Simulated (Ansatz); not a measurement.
Steps of a relaxation of C3H9AlS (`C[CH2][Al]([CH3])[SH]`) with RKS PBE0-D4/def2-TZVP.

```sh
$ ansatz run in.yaml --threads 4 --pin off --events-out ev --progress --plain --max-ram 10444MiB
```

```yaml
crystal:
  periodic: [false, false, false]
  atoms:
    - {symbol: C, position_ang: [-0.690610, 2.081611, -0.008687]}
    - {symbol: C, position_ang: [0.052770, 0.924405, 0.674888]}
    - {symbol: Al, position_ang: [0.145144, -0.802525, -0.283830]}
    - {symbol: C, position_ang: [0.974268, -2.426661, 0.443981]}
    - {symbol: S, position_ang: [-0.753204, -0.960310, -2.300520]}
    - {symbol: H, position_ang: [-0.685042, 3.010217, 0.601476]}
    - {symbol: H, position_ang: [-0.238218, 2.341100, -0.989866]}
    - {symbol: H, position_ang: [-1.755921, 1.832234, -0.202065]}
    - {symbol: H, position_ang: [-0.389001, 0.711471, 1.677077]}
    - {symbol: H, position_ang: [1.105968, 1.216366, 0.900908]}
    - {symbol: H, position_ang: [1.130891, -3.207628, -0.327675]}
    - {symbol: H, position_ang: [0.323861, -2.866906, 1.231482]}
    - {symbol: H, position_ang: [1.953022, -2.215509, 0.924195]}
    - {symbol: H, position_ang: [-1.186827, 0.332936, -2.312664]}
basis:
  gaussian: {orbitals: def2-TZVP}
hamiltonian: {xc: pbe0, dispersion: d4}
relax: {f_tol: 0.005, max_steps: 150}
```

Positions (Å) and forces (eV/Å) along the path, 10 of 21 steps:

```xyz
14
step=1 energy=-20682.8987 eV
C    -0.691    2.082   -0.009   -0.160    0.241   -0.152
C     0.053    0.924    0.675    0.177    0.005    0.333
Al    0.145   -0.803   -0.284   -0.028    0.042   -0.039
C     0.974   -2.427    0.444    0.114   -0.281    0.156
S    -0.753   -0.960   -2.301   -0.064    0.476    0.202
H    -0.685    3.010    0.601    0.016   -0.467   -0.273
H    -0.238    2.341   -0.990   -0.208   -0.153    0.492
H    -1.756    1.832   -0.202    0.537    0.095    0.103
H    -0.389    0.711    1.677    0.186    0.133   -0.486
H     1.106    1.216    0.901   -0.513   -0.103   -0.120
H     1.131   -3.208   -0.328   -0.074    0.381    0.365
H     0.324   -2.867    1.231    0.310    0.198   -0.367
H     1.953   -2.216    0.924   -0.460   -0.093   -0.233
H    -1.187    0.333   -2.313    0.166   -0.475    0.018
14
step=6 energy=-20682.9501 eV
C    -0.680    2.066   -0.008   -0.002   -0.009   -0.010
C     0.049    0.912    0.675   -0.004    0.006    0.000
Al    0.136   -0.796   -0.282    0.004    0.000    0.002
C     0.965   -2.404    0.441   -0.004    0.003   -0.003
S    -0.752   -0.956   -2.284   -0.001    0.005    0.003
H    -0.677    2.976    0.600    0.000    0.002    0.002
H    -0.222    2.321   -0.968    0.001    0.002    0.002
H    -1.727    1.819   -0.210    0.000    0.003    0.002
H    -0.401    0.707    1.656   -0.001   -0.002    0.001
H     1.083    1.202    0.907    0.002   -0.003    0.000
H     1.102   -3.178   -0.318    0.001   -0.003    0.001
H     0.346   -2.831    1.237    0.001   -0.001    0.001
H     1.941   -2.187    0.885    0.002    0.000    0.000
H    -1.175    0.320   -2.302    0.001   -0.003    0.000
14
step=7 energy=-20682.9501 eV
C    -0.680    2.066   -0.009    0.000    0.000    0.000
C     0.047    0.912    0.676    0.001   -0.002   -0.001
Al    0.136   -0.796   -0.282   -0.001    0.000    0.002
C     0.966   -2.404    0.440    0.000    0.001    0.000
S    -0.753   -0.954   -2.283    0.000    0.000   -0.001
H    -0.677    2.975    0.599    0.000    0.001    0.000
H    -0.218    2.321   -0.967    0.001    0.000    0.000
H    -1.726    1.820   -0.214    0.000    0.000    0.000
H    -0.406    0.707    1.656   -0.001    0.000   -0.001
H     1.080    1.201    0.910   -0.001    0.000    0.000
H     1.099   -3.181   -0.317   -0.001    0.000   -0.001
H     0.351   -2.829    1.241    0.001    0.001    0.001
H     1.945   -2.187    0.878    0.001   -0.001    0.000
H    -1.175    0.321   -2.300   -0.001    0.001    0.000
14
step=9 energy=-20682.9502 eV
C    -0.676    2.067   -0.012    0.001    0.011    0.005
C     0.037    0.908    0.679    0.007   -0.008    0.003
Al    0.133   -0.798   -0.282   -0.004    0.002    0.001
C     0.970   -2.403    0.438    0.008   -0.012    0.013
S    -0.756   -0.953   -2.284    0.002   -0.006   -0.002
H    -0.678    2.974    0.600    0.000   -0.003   -0.002
H    -0.200    2.324   -0.962   -0.002   -0.003    0.001
H    -1.720    1.826   -0.231    0.003   -0.002   -0.001
H    -0.429    0.701    1.652    0.001    0.003   -0.003
H     1.069    1.191    0.928   -0.006    0.002    0.000
H     1.077   -3.191   -0.311   -0.002    0.010    0.007
H     0.375   -2.811    1.263    0.009    0.008   -0.013
H     1.962   -2.186    0.846   -0.014   -0.005   -0.007
H    -1.179    0.322   -2.297   -0.001    0.004    0.000
14
step=10 energy=-20682.9502 eV
C    -0.675    2.067   -0.012   -0.001    0.007    0.002
C     0.036    0.907    0.680    0.005   -0.005    0.004
Al    0.132   -0.798   -0.281   -0.001    0.002    0.000
C     0.970   -2.403    0.438    0.006   -0.012    0.013
S    -0.755   -0.953   -2.283    0.002   -0.004   -0.002
H    -0.678    2.974    0.600    0.000   -0.003   -0.002
H    -0.198    2.324   -0.962   -0.002   -0.002    0.001
H    -1.719    1.827   -0.233    0.003   -0.001   -0.001
H    -0.432    0.700    1.652    0.001    0.002   -0.003
H     1.067    1.191    0.931   -0.005    0.001   -0.001
H     1.072   -3.193   -0.310   -0.001    0.010    0.007
H     0.380   -2.808    1.267    0.010    0.007   -0.013
H     1.966   -2.187    0.839   -0.015   -0.004   -0.007
H    -1.178    0.322   -2.298   -0.001    0.003    0.000
14
step=11 energy=-20682.9502 eV
C    -0.674    2.067   -0.012   -0.003   -0.005   -0.009
C     0.032    0.906    0.684    0.001    0.007    0.003
Al    0.134   -0.796   -0.281   -0.005   -0.003    0.004
C     0.972   -2.402    0.437    0.008   -0.013    0.010
S    -0.751   -0.953   -2.285    0.001    0.005    0.001
H    -0.681    2.974    0.601    0.000    0.000    0.001
H    -0.190    2.325   -0.959   -0.001    0.001    0.004
H    -1.716    1.827   -0.241    0.003    0.002    0.002
H    -0.444    0.699    1.652    0.002   -0.002   -0.003
H     1.061    1.190    0.943   -0.002   -0.002   -0.001
H     1.050   -3.199   -0.307    0.000    0.011    0.013
H     0.395   -2.795    1.282    0.013    0.008   -0.018
H     1.978   -2.192    0.815   -0.018   -0.005   -0.008
H    -1.179    0.321   -2.300    0.002   -0.003    0.000
14
step=15 energy=-20682.9503 eV
C    -0.677    2.066   -0.011    0.000    0.004    0.003
C     0.026    0.904    0.686    0.001   -0.002   -0.002
Al    0.132   -0.797   -0.282   -0.003   -0.002    0.003
C     0.971   -2.402    0.437    0.004   -0.007    0.003
S    -0.738   -0.949   -2.292    0.001    0.000    0.001
H    -0.686    2.972    0.604    0.000   -0.001    0.000
H    -0.189    2.326   -0.955    0.000    0.000   -0.002
H    -1.718    1.827   -0.244   -0.001   -0.001   -0.001
H    -0.454    0.694    1.651    0.000   -0.001    0.000
H     1.054    1.186    0.950    0.001    0.001    0.001
H     1.010   -3.216   -0.292    0.000    0.006    0.005
H     0.424   -2.768    1.313    0.004    0.004   -0.006
H     1.994   -2.199    0.770   -0.006   -0.003   -0.002
H    -1.162    0.327   -2.307   -0.001    0.003   -0.001
14
step=17 energy=-20682.9503 eV rejected
C    -0.678    2.066   -0.010   -0.003   -0.007   -0.007
C     0.021    0.902    0.688    0.000    0.004    0.003
Al    0.131   -0.798   -0.280    0.007    0.007   -0.007
C     0.971   -2.403    0.437   -0.014    0.025   -0.013
S    -0.729   -0.945   -2.295   -0.001    0.002   -0.001
H    -0.691    2.970    0.606    0.001    0.001    0.002
H    -0.187    2.326   -0.952    0.001    0.001    0.002
H    -1.719    1.826   -0.248    0.001    0.001    0.002
H    -0.464    0.692    1.651    0.000    0.000    0.002
H     1.048    1.185    0.958   -0.001   -0.003   -0.001
H     0.977   -3.226   -0.280    0.001   -0.018   -0.012
H     0.449   -2.747    1.335   -0.011   -0.013    0.023
H     2.006   -2.208    0.733    0.021    0.004    0.005
H    -1.148    0.332   -2.314    0.001   -0.005    0.003
14
step=20 energy=-20682.9504 eV
C    -0.679    2.065   -0.010    0.000   -0.002   -0.001
C     0.019    0.901    0.689    0.000    0.001    0.001
Al    0.133   -0.797   -0.281    0.001    0.002   -0.001
C     0.971   -2.403    0.437    0.000   -0.001    0.001
S    -0.723   -0.942   -2.298    0.000    0.000   -0.001
H    -0.694    2.969    0.607    0.000    0.000    0.000
H    -0.185    2.327   -0.949    0.001    0.000    0.001
H    -1.719    1.826   -0.252    0.000    0.000    0.001
H    -0.469    0.689    1.650    0.000    0.000    0.000
H     1.045    1.184    0.962    0.000    0.000    0.000
H     0.959   -3.234   -0.272    0.001    0.003    0.005
H     0.461   -2.735    1.348    0.003    0.000   -0.004
H     2.013   -2.213    0.713   -0.006   -0.002   -0.002
H    -1.144    0.334   -2.315    0.001   -0.002    0.001
14
step=21 energy=-20682.9504 eV
C    -0.679    2.065   -0.010    0.000   -0.001   -0.001
C     0.018    0.901    0.689    0.000    0.001    0.000
Al    0.133   -0.797   -0.282   -0.001    0.000    0.000
C     0.971   -2.403    0.437    0.001    0.000    0.001
S    -0.722   -0.942   -2.299    0.000    0.000   -0.001
H    -0.695    2.968    0.608    0.000    0.000    0.000
H    -0.184    2.328   -0.949    0.000    0.000    0.001
H    -1.718    1.826   -0.253    0.000    0.000    0.001
H    -0.471    0.688    1.650    0.000    0.000    0.000
H     1.043    1.184    0.964    0.000    0.000    0.000
H     0.953   -3.235   -0.270    0.001    0.002    0.004
H     0.466   -2.731    1.352    0.003    0.000   -0.003
H     2.015   -2.215    0.707   -0.004   -0.002   -0.001
H    -1.143    0.334   -2.316    0.001   -0.001    0.001
```

Run time 44 s (4 threads of an Intel Xeon 6975P-C on a shared host); peak host memory 0.68 GiB.
